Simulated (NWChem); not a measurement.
System: C2H8Si2; SMILES [SiH3]/C=C/[SiH3]

All runs: NWChem. The geometry was optimised at PBE0/def2-SVP. Level r2SCAN/def2-SVP: energy and gradient on several grids; changes count from the extra-fine grid, which is no exact limit either.

Task: Which is the coarsest grid (coarse; xfine; xcoarse; medium; fine) from which on the energy stays within 50 μHa and each gradient component within 100 μHa/bohr of xfine?

Result: fine.
```csv
grid,size of the energy change (μHa),largest change of a gradient component (μHa/bohr),"time, medium = 1 (rough)"
xcoarse,5000,3000,about 1
coarse,1000,300,about 1
medium,100,100,about 1
fine,< 10,40,about 1
xfine,< 10,< 30,3
```
